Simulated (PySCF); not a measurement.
B(F)(Cl)(OEt) (C2H5BClFO), SMILES CCOB(F)Cl.

The structure is a stationary point at PBE0-D3(BJ)/def2-SVP. The structure was generated by enumeration, and PubChem lists no compound with its InChIKey, so it may never have been made. Other conformers were not sampled.

The numbers are results of PBE0-D3(BJ)/def2-SVP (PySCF), not measurements.

Frequencies are harmonic and unscaled.

Computed harmonic wavenumbers and intensities:
```tsv
mode	ν (cm⁻¹)	IR (km/mol)	moving atoms (share of kinetic energy)
1	66	0.1	C 40 %, H 29 %, Cl 22 %
2	109	0.3	O 31 %, F 28 %, C 24 %, H 13 %
3	196	2.1	H 49 %, Cl 23 %, C 20 %
4	277	1.4	H 70 %, C 14 %, Cl 9 %
5	367	4.3	F 50 %, Cl 23 %, O 10 %, C 9 %
6	409	1.2	O 28 %, C 21 %, H 18 %, F 18 %, B 11 %
7	489	2.9	O 40 %, H 19 %, C 16 %, Cl 13 %
8	597	44.7	B 80 %, O 11 %
9	632	22.6	F 28 %, Cl 22 %, O 16 %, C 14 %, B 13 %
10	810	4.3	H 91 %
11	925	28.1	H 43 %, C 31 %, O 17 %
12	1101	92.8	C 49 %, H 23 %, B 14 %, O 13 %
13	1130	56.5	C 47 %, H 39 %
14	1174	3.9	H 55 %, C 37 %
15	1272	218.6	B 39 %, H 21 %, O 14 %, F 14 %, C 12 %
16	1329	50.2	H 76 %, B 10 %
17	1375	36.0	H 77 %, C 18 %
18	1415	126.1	H 66 %, C 28 %
19	1457	5.9	H 97 %
20	1473	11.4	H 92 %
21	1482	90.4	H 77 %, B 11 %
22	1543	447.3	B 47 %, H 25 %, O 23 %
23	3064	8.2	H 97 %
24	3077	27.7	H 94 %
25	3138	8.8	H 90 %, C 10 %
26	3167	14.2	H 91 %, C 9 %
27	3171	14.1	H 90 %, C 10 %
```
